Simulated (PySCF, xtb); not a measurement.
Si(Me)(SH)3 (CH6S3Si), SMILES C[Si](S)(S)S. One conformer was computed; it need not be the lowest.

Harmonic wavenumbers (cm⁻¹) from GFN2-xTB (xtb) at its own minimum, in rising order: 74, 88, 103, 106, 134, 153, 161, 165, 173, 385, 510, 523, 693, 700, 721, 765, 823, 831, 1364, 1453, 1456, 2468, 2476, 2485, 3036, 3040, 3045.

Question: What does PBE-D3(BJ)/def2-SVP (PySCF) give at its own minimum? (Estimate from the structure and the level; the computed values follow.)

Answer: 97, 130, 156, 177, 190, 192, 199, 217, 264, 396, 514, 524, 659, 669, 718, 745, 784, 808, 1212, 1374, 1376, 2599, 2601, 2620, 2977, 3082, 3090. Paired by order, the mean absolute difference is 55 cm⁻¹ and the zero-point energies are 39.9 and 40.6 kcal/mol.
